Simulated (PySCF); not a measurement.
**Static response to an electric field**

SiHMe2(tBu), C6H16Si.
Cartesian coordinates in Å at the PBE0-D3(BJ)/def2-SVP level; atoms count from 1:
```xyz
23
C6H16Si angstrom
Si     0.4977    0.8126    0.6179
H      0.5560    0.7294    2.1172
C      2.2573    0.8716   -0.0522
H      2.8513    0.0065    0.2790
H      2.7687    1.7832    0.2950
H      2.2608    0.8870   -1.1539
C     -0.4113    2.3897    0.1335
H     -1.4524    2.3856    0.4909
H     -0.4263    2.5200   -0.9602
H      0.0874    3.2702    0.5683
C     -0.4285   -0.7421   -0.0040
C     -0.6023   -0.6717   -1.5236
C     -1.8011   -0.8106    0.6703
C      0.3834   -1.9868    0.3651
H     -1.0976   -1.5850   -1.8996
H     -1.2244    0.1857   -1.8269
H      0.3639   -0.5876   -2.0472
H     -2.4239    0.0664    0.4304
H     -1.7149   -0.8702    1.7672
H     -2.3554   -1.7049    0.3325
H      0.5459   -2.0609    1.4530
H      1.3709   -1.9960   -0.1230
H     -0.1479   -2.9023    0.0487
```

Level: B3LYP/def2-SVPD (PySCF), static field, nuclei fixed, core orbitals frozen in the response. The polarisability tensor in these axes (au):

```
x   104.42   2.88  -0.05
y     2.88 107.86   0.84
z    -0.05   0.84  95.11
```

**Question.** What are the eigenvalues, a third of the trace, and Δα (Δα² = ½Σ(αi − αj)² over the three pairs)?

**Answer.** Principal values 95.05, 102.81 and 109.53 au; mean 102.47 au = 15.18 Å³ = 16.89 × 10⁻⁴⁰ C²·m²/J; Δα = 12.56 au (12 % of the mean).

**Question.** What is the dipole moment, and where does it point?

**Answer.** (0.02, 0.10, -0.51) D, 0.52 D in size, pointing from the negative to the positive side. Measured along this direction, the outermost atoms are H19 and H2 at the negative end and H17 at the positive end.

**Question.** Sum over states: ᾱ = Σ f/ω², ω in Eh. What share falls to these 10 lowest TDDFT singlets (eV, f)? 6.80, 0.0166; 7.33, 0.0106; 7.44, 0.0411; 7.75, 0.0191; 7.78, 0.0220; 7.97, 0.0329; 8.09, 0.0269; 8.29, 0.0111; 8.32, 0.1003; 8.41, 0.1377.

**Answer.** They add up to 4.79 au, 4.7 % of the 102.47 au; the largest single term is 1.44 au, from the state at 8.41 eV. Terms in order: 0.27, 0.15, 0.55, 0.24, 0.27, 0.38, 0.30, 0.12, 1.07, 1.44 au. Higher excitations give the rest. The strengths listed sum to 0.418.

**Question.** Orientational against electronic polarisability at 350 K (dilute gas, rigid molecules)?

**Answer.** In Gaussian units μ²/3kT = 1.84 Å³ against 15.18 Å³, a ratio of 0.12; the Debye molar polarisation (4π/3)N_A(α + μ²/3kT) is 42.9 cm³/mol, leaving out the vibrational part.

**Question.** Estimate the molar refractivity from the static electronic polarisability.

**Answer.** Lorentz–Lorenz: R = (4π/3)N_A α = 2.5225 cm³/(mol·Å³) × 15.18 Å³ = 38.3 cm³/mol, in the limit of long wavelengths.

**Question.** Rayleigh depolarisation ratio (linearly polarised light, static tensor)?

**Answer.** ρ = 3Δα²/(45ᾱ² + 4Δα²) = 473.0/(472465 + 630.7) = 0.001.

**Question.** Traceless (Buckingham) quadrupole moment about the centre of nuclear charge: eigenvalues?

**Answer.** -1.36, 0.32, 1.04 D·Å. The values depend on the origin, since the dipole doesn't vanish. The electronic extent ⟨r²⟩ about the same centre is 1126 bohr², a root-mean-square distance of 2.19 Å for the 66 electrons.

Geometry: PBE0-D3(BJ)/def2-SVP; no solvent, vibrations or thermal averaging.
